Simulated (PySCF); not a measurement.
Task: What does the PBE0-D3(BJ)/def2-SVP structure of `FC([C@@H]1[SiH2]C1)(F)F` look like in three dimensions?

Result: 
Z-matrix in Å and degrees, rows numbered from 1:
```
F 
C   1  1.3445
F   2  1.3359  1  107.48
F   2  1.3406  1  106.59  3   114.35
C   2  1.4907  1  111.50  3  -122.86
C   5  1.5359  2  117.97  1   -44.34
Si  6  1.8589  5   66.06  2   115.69
H   5  1.0957  2  110.94  1   178.66
H   6  1.0943  5  116.67  7   114.42
H   6  1.0958  5  115.30  7  -109.53
H   7  1.4802  5  119.09  6   104.71
H   7  1.4820  5  116.58  6  -107.19
```

Si7 (SiH2 silicon) has angles from 48.6° to 119.6°. The 2 C–C bonds span 1.491 Å (C2–C5, drawn single) to 1.536 Å (C5–C6, drawn single), a spread of 0.045 Å. Of the pairs four or more bonds apart, F1···H10 is among the closest relative to their van der Waals radii: 2.57 Å, 96 % of the sum of Bondi's values. The 3-membered ring C5–C6–Si7 has internal angles of 48.6° to 66.1°.

The calculation used PBE0-D3(BJ)/def2-SVP geometry optimisation, gas phase (PySCF).

Point group: C1 (no symmetry element, even within 0.4 Å). Whether it is a minimum is left open (no frequencies).

On one thread of an Arm Neoverse V1, no GPU, shared host, this took 1.7 min of wall time and 0.54 GiB of memory at its peak. That covers the optimisation of the geometry.
